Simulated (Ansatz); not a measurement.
Ansatz (a program for electronic structure) input file for B(SH)3 (BH₃S₃), SMILES SB(S)S, PBE0-D3(BJ)/def2-SVP. 

Ansatz 0.2 input:
```yaml
crystal:
  periodic: [false, false, false]
  atoms:
    - {symbol: B, position_ang: [-0.01854337, -0.00270255, 0.00000001]}
    - {symbol: S, position_ang: [-1.01898165, 1.49501300, -0.00000000]}
    - {symbol: H, position_ang: [-0.01877097, 2.36992905, 0.00000001]}
    - {symbol: S, position_ang: [-0.90025039, -1.57749358, -0.00000000]}
    - {symbol: H, position_ang: [0.14975636, -2.39581486, -0.00000000]}
    - {symbol: S, position_ang: [1.78483292, 0.15573295, -0.00000000]}
    - {symbol: H, position_ang: [2.11211750, -1.13263939, 0.00000000]}
basis:
  gaussian:
    orbitals: def2-SVP
hamiltonian:
  xc: pbe0
  dispersion: d3bj
relax: {f_tol: 0.002, max_steps: 200}
```

Program output:

```
WARN ansatz: RAYON_NUM_THREADS=1 ignored (pool sized by the plan → 1); use --threads N
Functional definition: PBE0
integrals: 0.03 GiB planned
847 factors; integrals over basis functions are off by at most 3.5e-4 eV
mean field: 0.31 GiB planned
mean field evaluation 1: about -33210.0607 eV, gradient 1.5e1 eV
mean field evaluation 2: about -33210.0924 eV, gradient 1.5e1 eV
mean field evaluation 4: about -33210.7655 eV, gradient 4.7e-1 eV
mean field evaluation 8: about -33210.8036 eV, gradient 4.3e-2 eV
mean field evaluation 16: about -33210.8036 eV, gradient 2.8e-5 eV
mean field -33210.80360135 eV, -1220.4745212584 hartree, gradient 2.8e-5 eV, S^2 0.000000; 0 other end points of the search recorded, 0 dependent functions left out
the calculation of the forces begins
reference -33210.80362248 eV, -1220.4745220349 hartree; 28, 28 occupied and 55, 55 virtual orbitals, 847 factors
relax step   1: F+E_penalty+E_count = -33211.00083195 eV  Δ(F+E_penalty+E_count) = +0.000e0 eV  max|allowed force component| = 6.604e-1 eV/Å  Δτ_max = 0.0000 Å  (27 SCF iters, accepted)
these checks for a lower state are left out or cut short: starts, cluster_reference, orbital_swaps, neighbouring_geometries, increment
integrals: 0.03 GiB planned
847 factors; integrals over basis functions are off by at most 3.6e-4 eV
mean field: 0.31 GiB planned
mean field -33210.82357727 eV, -1220.4752553598 hartree, gradient 1.0e-5 eV, S^2 0.000000; 0 other end points of the search recorded, 0 dependent functions left out
the calculation of the forces begins
reference -33210.82359841 eV, -1220.4752561367 hartree; 28, 28 occupied and 55, 55 virtual orbitals, 847 factors
relax step   2: F+E_penalty+E_count = -33211.02068454 eV  Δ(F+E_penalty+E_count) = -1.985e-2 eV  max|allowed force component| = 2.174e-1 eV/Å  Δτ_max = 0.0242 Å  (30 SCF iters, accepted)
these checks for a lower state are left out or cut short: starts, cluster_reference, orbital_swaps, neighbouring_geometries, increment
integrals: 0.03 GiB planned
847 factors; integrals over basis functions are off by at most 3.6e-4 eV
mean field: 0.31 GiB planned
mean field evaluation 32: about -33210.8270 eV, gradient 1.0e-5 eV
mean field -33210.82700448 eV, -1220.4753813075 hartree, gradient 1.0e-5 eV, S^2 0.000000; 0 other end points of the search recorded, 0 dependent functions left out
the calculation of the forces begins
reference -33210.82702566 eV, -1220.4753820858 hartree; 28, 28 occupied and 55, 55 virtual orbitals, 847 factors
relax step   3: F+E_penalty+E_count = -33211.02379853 eV  Δ(F+E_penalty+E_count) = -3.114e-3 eV  max|allowed force component| = 5.044e-2 eV/Å  Δτ_max = 0.0165 Å  (31 SCF iters, accepted)
these checks for a lower state are left out or cut short: starts, cluster_reference, orbital_swaps, neighbouring_geometries, increment
integrals: 0.03 GiB planned
847 factors; integrals over basis functions are off by at most 3.6e-4 eV
mean field: 0.31 GiB planned
mean field -33210.82703771 eV, -1220.4753825288 hartree, gradient 2.7e-5 eV, S^2 0.000000; 0 other end points of the search recorded, 0 dependent functions left out
the calculation of the forces begins
reference -33210.82705888 eV, -1220.4753833069 hartree; 28, 28 occupied and 55, 55 virtual orbitals, 847 factors
relax step   4: F+E_penalty+E_count = -33211.02385166 eV  Δ(F+E_penalty+E_count) = -5.313e-5 eV  max|allowed force component| = 1.271e-2 eV/Å  Δτ_max = 0.0015 Å  (22 SCF iters, accepted)
these checks for a lower state are left out or cut short: starts, cluster_reference, orbital_swaps, neighbouring_geometries, increment
integrals: 0.03 GiB planned
847 factors; integrals over basis functions are off by at most 3.6e-4 eV
mean field: 0.31 GiB planned
mean field -33210.82704985 eV, -1220.4753829750 hartree, gradient 5.5e-5 eV, S^2 0.000000; 0 other end points of the search recorded, 0 dependent functions left out
the calculation of the forces begins
reference -33210.82707103 eV, -1220.4753837533 hartree; 28, 28 occupied and 55, 55 virtual orbitals, 847 factors
relax step   5: F+E_penalty+E_count = -33211.02385660 eV  Δ(F+E_penalty+E_count) = -4.940e-6 eV  max|allowed force component| = 7.831e-4 eV/Å  Δτ_max = 0.0011 Å  (21 SCF iters, accepted)
integrals: 0.03 GiB planned
847 factors; integrals over basis functions are off by at most 3.6e-4 eV
mean field: 0.31 GiB planned
mean field -33210.82704985 eV, -1220.4753829750 hartree, gradient 5.5e-5 eV, S^2 0.000000; 1 other end points of the search recorded, 0 dependent functions left out
the calculation of the forces begins
reference -33210.82707103 eV, -1220.4753837533 hartree; 28, 28 occupied and 55, 55 virtual orbitals, 847 factors
Total energy: -33211.02387778 eV, -1220.4826162679 hartree
Atom 0 at    -0.005207    -0.011072     0.000000 Å, force    -0.000112     0.000127     0.000000 eV/Å
Atom 1 at    -1.029365     1.481556     0.000000 Å, force     0.000049    -0.000577     0.000000 eV/Å
Atom 2 at    -0.015291     2.373585    -0.000000 Å, force     0.000309     0.000124    -0.000000 eV/Å
Atom 3 at    -0.923173    -1.569195    -0.000000 Å, force    -0.000306     0.000255    -0.000000 eV/Å
Atom 4 at     0.135897    -2.404453    -0.000000 Å, force     0.000606     0.000130     0.000000 eV/Å
Atom 5 at     1.793140     0.173777    -0.000000 Å, force    -0.000343     0.000725    -0.000000 eV/Å
Atom 6 at     2.134159    -1.132173     0.000000 Å, force    -0.000203    -0.000783     0.000000 eV/Å
Dipole moment:     0.351526    -0.186958     0.000000 e Å
```

The calculation finished and met its thresholds.
